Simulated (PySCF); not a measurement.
A run for PySCF: R-MP2/6-31G* on GeH4 (SMILES [GeH4]) with ghost functions, monomers drawn apart or pushed together.

```python
from pyscf import gto, scf, dft, mp
from pyscf.data.elements import chemcore

mol = gto.M(
    atom='''
    Ge   -0.35373800    0.40559040    6.66405139
    H     0.84655689    1.13665568    6.04500519
    H    -0.52587879    0.85769451    8.12334000
    H    -0.11355899   -1.10936839    6.62142617
    H    -1.62448997    0.74972772    5.87339174
    ghost-C    0.24740009   -0.55475324    0.16938191
    ghost-O    0.25438942   -0.13741069   -0.87495369
    ''',
    basis='6-31g*',
    cart=True,
    charge=0, spin=0, verbose=3, max_memory=1800)
mf = scf.RHF(mol)
mf.conv_tol = 1e-8
mf.max_cycle = 100
mf.kernel()
if not mf.converged:
    mf = mf.newton().run(mf.mo_coeff, mf.mo_occ)
pt = mp.MP2(mf, frozen=chemcore(mol)).run()
```

**Question.** What total energy does the run end on?

**Answer.** -2077.6376 hartree.
